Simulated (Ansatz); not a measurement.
Relaxation of a periodic cell of 17 atoms, Si$_{16}$Ge (host Si, host structure diamond, interstitial Ge), to a largest force component of 0.03 eV/Å in at most 60 steps.

The calculation used DFT PBE-D3(BJ), scalar-relativistic, plane waves, PAW in Ansatz 0.2.0. Settings: PAW set soft_1, cutoff 420 eV, k mesh 2x2x2, fermi-dirac smearing 0.02 eV, no spin polarisation.

```xyz
17
Lattice="0.0000 5.4300 5.4300 5.4300 0.0000 5.4300 5.4300 5.4300 0.0000" Properties=species:S:1:pos:R:3
Si 0.000 0.000 0.000
Si 1.357 1.357 1.357
Si 2.715 2.715 0.000
Si 4.072 4.072 1.357
Si 2.715 0.000 2.715
Si 4.072 1.357 4.072
Si 5.430 2.715 2.715
Si 6.787 4.072 4.072
Si 0.000 2.715 2.715
Si 1.357 4.072 4.072
Si 2.715 5.430 2.715
Si 4.072 6.787 4.072
Si 2.715 2.715 5.430
Si 4.072 4.072 6.787
Si 5.430 5.430 5.430
Si 6.787 6.787 6.787
Ge 6.093 6.109 8.854
```

**Question.** Where does it end, and by what steps?

**Answer.** The run converged. Limits of this set-up: a small cell, in which the defect meets its images. After 5 steps the energy has fallen by 1.576 eV; Si14 moved furthest, 0.45 Å.

| step | energy less start (eV) | largest force component (eV/Å) | accepted |
| --- | --- | --- | --- |
| 0 | 0.0000 | 3.181 | yes |
| 1 | -1.1808 | 1.250 | yes |
| 2 | -1.5392 | 0.168 | yes |
| 3 | -1.5617 | 0.176 | yes |
| 4 | -1.5753 | 0.047 | yes |
| 5 | -1.5762 | 0.009 | yes |

```xyz
17
Lattice="0.0000 5.4300 5.4300 5.4300 0.0000 5.4300 5.4300 5.4300 0.0000" Properties=species:S:1:pos:R:3
Si -0.121 -0.120 0.132
Si 1.271 1.272 1.385
Si 2.452 2.453 -0.260
Si 3.826 3.827 1.114
Si 2.688 0.085 2.802
Si 3.941 1.478 4.195
Si 5.309 2.846 2.596
Si 6.702 4.098 3.989
Si 0.084 2.689 2.802
Si 1.477 3.942 4.195
Si 2.845 5.310 2.596
Si 4.097 6.703 3.989
Si 2.960 2.961 5.678
Si 4.334 4.335 7.052
Si 5.514 5.515 5.406
Si 6.907 6.908 6.658
Ge 6.107 6.108 8.825
```

Run time: 22 s on 1 thread of Intel(R) Xeon(R) 6975P-C (Granite Rapids), on a shared host, peak memory 0.59 GiB.
